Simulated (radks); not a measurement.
Task: The mean radii <r> (bohr) of the occupied orbitals of an atom or ion are listed with their occupations. Calculated with a radial shooting solver on a logarithmic mesh with Libxc functionals: scalar-relativistic Kohn-Sham, r2SCAN, spin-polarised, spherical densities, finite nucleus; meta-GGA in the generalised Kohn-Sham scheme; Fermi nuclear charge, rms radius of each element as measured or else 0.836 A^(1/3) + 0.57 fm.

| orbital | occ. | <r> |
|---|---|---|
| 1s down | 1 | 0.01966 |
| 1s up | 1 | 0.01966 |
| 2s down | 1 | 0.08332 |
| 2s up | 1 | 0.08332 |
| 2p down | 3 | 0.07415 |
| 2p up | 3 | 0.07415 |
| 3s down | 1 | 0.2164 |
| 3s up | 1 | 0.2164 |
| 3p down | 3 | 0.2160 |
| 3p up | 3 | 0.2160 |
| 3d down | 5 | 0.1961 |
| 3d up | 5 | 0.1961 |
| 4s down | 1 | 0.4882 |
| 4s up | 1 | 0.4882 |
| 4p down | 3 | 0.5183 |
| 4p up | 3 | 0.5183 |
| 4d down | 5 | 0.5605 |
| 4d up | 5 | 0.5605 |
| 5s down | 1 | 1.211 |
| 5s up | 1 | 1.211 |
| 5p down | 3 | 1.435 |
| 5p up | 3 | 1.435 |
| 4f up | 7 | 0.7777 |
| 4f down | 7 | 0.7769 |
| 6f up | 1 | 15.44 |

Name the element and its charge. Open shells, if any, are filled with parallel spins first.

Result: Z = 70, ytterbium, charge +1: Yb+ in [Xe] 4f14 6f1. The 1s radius gives Z: for a bare nucleus <r> = (2 gamma + 1)/(2Z) with gamma = sqrt(1 - (Z/c)^2), 0.01942 bohr for Z = 70, and screening makes it slightly larger (0.01966 here). The occupations add up to 69, and the charge is Z minus that.
